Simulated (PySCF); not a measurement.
SnBr, SMILES [Sn][Br] (connectivity only; charge and spin as stated), neutral, multiplicity 2. Atoms are numbered in the order given.

```xyz
2

Sn     0.0000     0.0000    -1.0486
Br     0.0000     0.0000     1.4979
```
Charge 0, spin multiplicity 2.

Coordinates come from a B3LYP-D3(BJ)/def2-TZVP optimisation. The spin state was assumed, not searched. The def2 effective core potentials stand for the cores of Sn; spin–orbit coupling is left out.

Level of theory: B3LYP/def2-TZVPD in PySCF.

Isolated molecule, no solvent.

Task: Estimate the frontier levels, dipole moment. (The exact figures need the calculation; the answer reports its results.)

Result: 
| Quantity | Value |
|---|---|
| α spin, highest occupied and lowest empty level | -4.78 and -3.43 eV |
| β spin, highest occupied and lowest empty level | -7.97 and -3.23 eV |
| dipole moment | 2.68 D |
| ⟨S²⟩ | 0.752 (pure state 0.75) |
